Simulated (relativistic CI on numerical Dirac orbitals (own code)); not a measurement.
Method of calculation: Dirac-Coulomb-Breit CI, orbitals from a KLI potential per configuration, a model potential for QED, unscaled Slater integrals (own radial code, finite nucleus).

CI space (outside the closed core 1s2): 2s²2p⁶, 2s²2p⁵3s, 2s²2p⁵3p, 2s²2p⁵3d, 2s2p⁶3s, 2s2p⁶3p, 2s2p⁶3d, 2s²2p⁵4s, 2s²2p⁵4p, 2s²2p⁵4d, 2s²2p⁵4f, 2s2p⁶4s, 2s2p⁶4p, 2s²2p⁴3s², 2s²2p⁵5s, 2s2p⁶4d, 2s²2p⁵5p, 2s2p⁶4f, 2s²2p⁵5d, 2s²2p⁵5f, 2s²2p⁴3s3p, 2s²2p⁵5g, 2s²2p⁴3p², 2s²2p⁴3s3d, 2s²2p⁴3p3d, 2s2p⁵3s², 2s2p⁵3s3p, 2s²2p⁴3d², 2s2p⁶5s, 2s2p⁶5p, 2s2p⁶5d, 2s2p⁵3p², 2s2p⁶5f, 2s2p⁶5g, 2s2p⁵3s3d, 2s2p⁵3p3d. Levels of other configurations are missing.

At this charge energies of transitions that change n are usually good to better than 1 %, and those within a shell (Δn = 0) to a few per cent.

Outline of the computed level scheme of Br XXVI. Lowest level of each configuration: 2s²2p⁶ ¹S0 at 0.00 eV; 2s²2p⁵3s ³P°2 at 1539.57 eV; 2s²2p⁵3p ³S1 at 1588.74 eV; 2s²2p⁵3d ³P°0 at 1663.76 eV; 2s2p⁶3s ³S1 at 1767.51 eV; 2s2p⁶3p ³P°0 at 1818.59 eV; 2s2p⁶3d ³D1 at 1894.33 eV; 2s²2p⁵4s ³P°2 at 2086.93 eV; 2s²2p⁵4p ³S1 at 2107.35 eV.

Some strong electric-dipole decays among the lowest 45 levels: 2s²2p⁵3d ¹P°1 → 2s²2p⁶ ¹S0 (8.5e+13 s⁻¹); 2s²2p⁵3d ³D°1 → 2s²2p⁶ ¹S0 (6.0e+13 s⁻¹); 2s2p⁶3p ¹P°1 → 2s²2p⁶ ¹S0 (1.5e+13 s⁻¹); 2s²2p⁵3s ¹P°1 → 2s²2p⁶ ¹S0 (4.8e+12 s⁻¹); 2s2p⁶3p ³P°1 → 2s²2p⁶ ¹S0 (4.2e+12 s⁻¹); 2s²2p⁵3s ³P°1 → 2s²2p⁶ ¹S0 (3.2e+12 s⁻¹); 2s²2p⁵4s ¹P°1 → 2s²2p⁶ ¹S0 (1.6e+12 s⁻¹); 2s²2p⁵4p ³S1 → 2s²2p⁵3s ³P°2 (1.4e+12 s⁻¹).

LS names give the leading component of a level, which can be under half, so a name can repeat, a term be missing and a line seem to break the LS rules.
